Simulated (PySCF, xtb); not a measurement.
MgF, SMILES [F][Mg+], charge +1.

GFN2-xTB in xtb at its own geometry gives an orbital gap of 1.84 eV.

Geometry: PBE0-D3(BJ)/def2-TZVPD. The multiplicity is an assumed one; other spin states were not compared.

What does M06-2X/def2-TZVPD run with PySCF give? (Estimate from the structure and the level; the computed values follow.)

gap 8.26 eV (levels -17.67 and -9.41 eV).
